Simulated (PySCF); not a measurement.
Arsenic: a sound run and one with changed settings

Sound run: As [Ar] 3d10 4s2 4p3, As+ [Ar] 3d10 4s2 4p2. All numbers are calculated (PySCF 2.14, no relativity, point nucleus, in 6-31G* (5s4p3d, 32 functions)). In the sound run the correlated levels freeze [Ar] 3d10. The sound run starts from symmetry-adapted Hartree-Fock orbitals and uses a fine grid where one is needed.

Changed run: the spin-free X2C one-electron Hamiltonian (Gaussian nucleus). This setting is unsound on purpose.

| species | method | sound run (hartree) | changed run (hartree) | converged |
| --- | --- | --- | --- | --- |
| As | UHF | -2233.90227 | -2253.32680 | yes |
| As | PBE0 | -2235.25305 | -2254.67677 | yes |
| As | B3LYP | -2235.56133 | -2254.98455 | yes |
| As | MP2 | -2233.95572 | -2253.38005 | yes |
| As | CCSD(T) | -2233.97109 | -2253.39522 | yes |
| As+ | UHF | -2233.55463 | -2252.97848 | yes |
| As+ | PBE0 | -2234.88566 | -2254.30856 | yes |
| As+ | B3LYP | -2235.19833 | -2254.62074 | yes |
| As+ | MP2 | -2233.59668 | -2253.02031 | yes |
| As+ | CCSD(T) | -2233.61398 | -2253.03730 | yes |

Ionisation energy of As:

| method | sound run (eV) | changed run (eV) |
| --- | --- | --- |
| UHF | 9.460 | 9.478 |
| PBE0 | 9.997 | 10.019 |
| B3LYP | 9.878 | 9.900 |
| MP2 | 9.770 | 9.789 |
| SCS-MP2 | 9.657 | 9.676 |
| CCSD | 9.714 | 9.736 |
| CCSD(T) | 9.718 | 9.739 |

Most of the change in total energy is the relativistic energy itself. On top of that the contraction fixes the core shape for the Hamiltonian it was made with, so the changed run is not a good calculation with the other Hamiltonian either.

For comparison, NIST gives 9.789 eV between the lowest levels.
